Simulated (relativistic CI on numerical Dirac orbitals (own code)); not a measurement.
A reference radial Dirac CI calculation of Bi gave the lowest total energy -21522.02609 Ha in 12 SCF steps, from this input:

```
atom Bi  Z=83  charge=0  electrons=83
nucleus A=209  rms_radius_fm=5.5211
hamiltonian dirac-coulomb  breit=on  qed=on  c_scale=1
orbitals kli  potential=per-configuration
slater_scale 1
correlation none
mixing on
grid step=0.0125 r_max=259.4
scf mixing=0.4 start=green max_iterations=150 tolerance=2e-08 node_fill=0.05
configurations
  [Xe] 4f14 5d10 6s2 6p3
end
```

One setting was then changed (and the iteration limit cut to 74), and the output read:

```
SCF 1: [Xe] 4f14 5d10 6s2 6p3
 iter      energy (Ha)   residual   last orbital (Ha)
      1s not found; potential halved back
error: SCF of 1s2 2s2 2p6 3s2 3p6 3d10 4s2 4p6 4d10 4f14 5s2 5p6 5d10 6s2 6p3 stopped: an orbital could not be found
end: not converged
```

(1) Which setting was changed?
A. end of the grid
B. node fill of the KLI weights
C. speed of light
D. configuration list

## Answers

(1) C. The speed of light × 0.05. This setting is bad on purpose; its numbers may not be properties of the ion.
